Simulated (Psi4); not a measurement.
# Exact exchange and the HOMO–LUMO gap of NBrO

The species is NBrO (3 atoms), meant as a singlet with charge 0. As SMILES, `O=NBr`. Geometry: relaxed at PBE0-D4/def2-TZVP.

The HOMO–LUMO gap y, in eV, basis def2-TZVP; a is the functional's share of exact exchange. Programs: Psi4 1.11.

| functional | program | a | y (eV) |
| --- | --- | --- | --- |
| r2SCAN | Psi4 | 0 | 2.46 |
| BLYP | Psi4 | 0 | 2.11 |
| TPSSh | Psi4 | 0.1 | 3.20 |
| B3LYP | Psi4 | 0.2 | 3.94 |
| PBE0 | Psi4 | 0.25 | ? |
| BHLYP | Psi4 | 0.5 | 6.89 |

**Question.** Fit y = c + s·a to the known rows and predict PBE0.

**Answer.** 
1. Means of the 5 rows: a = 0.1600, y = 3.720.
2. Σ(Δa)² = 0.172, Σ(Δa·Δy) = 1.577, so the slope is 1.577/0.172 = 9.1686.
3. Intercept: 3.720 − (9.1686) × 0.1600 = 2.253. The largest residual of the fit is 0.21.
4. PBE0: 2.253 + (9.1686) × 0.25 = 4.55 eV.

The run gave 4.45 eV, so the prediction is off by +0.10 eV, within the largest residual. Exact exchange lowers occupied levels and raises empty ones. The rows mix families of semi-local functionals, which the line can't see.
